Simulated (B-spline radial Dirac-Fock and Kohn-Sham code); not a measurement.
# Satellites and hypersatellites of the K lines of Fe⁺

System: Fe⁺, [Ar] 3d6 4p1 (not the ground configuration).

Method: Dirac-Fock energy differences between relaxed states, corrected for Breit and QED terms. Computed with a B-spline atomic structure program. Each two-hole energy is an average over J within one jj subconfiguration, not an observable level; in light atoms, where LS coupling holds, the j-resolved values are not observed lines, and for a K spectator the Kα1 hypersatellite is nearly forbidden. No correlation.

Lines without a spectator: Kα2 (K-L2) 6389.8 eV, Kα1 (K-L3) 6401.9 eV, Kβ3 (K-M2) 7053.6 eV, Kβ1 (K-M3) 7055.1 eV. Shifts in eV with one spectator hole (a dash: not computed, or left out as unreliable):

| spectator hole | Kα2 | Kα1 | Kβ3 | Kβ1 |
| --- | --- | --- | --- | --- |
| K (1s) | +272.4 | +274.5 | +339.3 | +339.7 |
| L2 (2p1/2) | +24.95 | +30.6 | – | +69.2 |
| L3 (2p3/2) | +28.51 | +27.30 | +66.9 | – |
| M2 (3p1/2) | – | +2.10 | +4.64 | +6.19 |
| M3 (3p3/2) | +1.92 | – | +5.86 | +5.45 |
